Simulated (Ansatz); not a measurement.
`[CH3][Sc]([F])[F]` + CH₄ → `[CH3][Sc]([CH3])[F]` + H–F  (formal exchange of groups at the Sc–F bond)

Computed with Ansatz on PBE0-D4/def2-TZVP structures; ΔE is electronic, products minus reactants. CBS: MP2 limit from def2 TZ/QZ plus the TZ coupled-cluster correction, frozen cores. This one scheme is used for every species. DFT in def2-TZVPP. For Sc outer-core shells are correlated without core-valence functions, which leaves a few kJ/mol of doubt a bond. Scalar relativity is left out up to krypton.

`[CH3][Sc]([F])[F]`:

Z-matrix (Å, degrees):
```
C
Sc 1 2.176
H 1 1.096 2 112.8
H 1 1.097 2 112.4 3 122.1
H 1 1.099 2 110.8 3 -119.3
F 2 1.843 1 117.8 3 -158.5
F 2 1.843 1 118.2 3 22.7
```

CH₄:

```xyz
5

C     0.000    0.000    0.000
H     0.985   -0.360    0.297
H    -0.238    0.907    0.555
H    -0.746   -0.764    0.216
H    -0.001    0.216   -1.068
```

`[CH3][Sc]([CH3])[F]`:

Cartesian coordinates in Å:
```
C -0.908 1.320 -1.005
Sc -0.574 -0.618 -0.057
C 1.276 -0.901 1.068
F -1.777 -2.000 -0.271
H -1.005 1.241 -2.097
H -0.079 2.012 -0.805
H -1.827 1.809 -0.656
H 1.117 -1.340 2.061
H 1.805 0.050 1.213
H 1.971 -1.574 0.548
```

H–F:

Z-matrix (Å, degrees):
```
F
H 1 0.920
```

**Question.** Is it downhill or uphill in electronic energy at CCSD(T)/CBS, and by how much? (Best estimate.)

**Answer.** The calculation gave: Uphill: ΔE = +2.57 eV.

**Question.** What do these levels give: PBE-D4, r2SCANh-D4, ωB97M-V, LC-ωPBE, HF/def2-TZVPP, MP2/CBS(def2)? (Estimate.)

**Answer.** Computed: PBE-D4 2.69, r2SCANh-D4 2.74, ωB97M-V 2.69, LC-ωPBE 2.76, HF/def2-TZVPP 2.78, MP2/CBS(def2) 2.59 eV.

Largest T1 diagnostic among the species: 0.016.

The D4 term adds −0.04 eV with B3LYP and −0.02 eV with PBE0; it sums over pairs of atoms, weighted by their polarisabilities, and B3LYP, whose exchange is more repulsive, gets the larger term. From BLYP to BHLYP (50 % exact exchange), in def2-TZVPP and without D4, ΔE moves by −0.05 eV. In def2-TZVPP, CCSD(T) changes the Hartree–Fock value by −0.13 eV (the triples alone add −0.00 eV) and MP2 by −0.11 eV.

B3LYP here is the variant with VWN-RPA as its local correlation; programs differ in this.
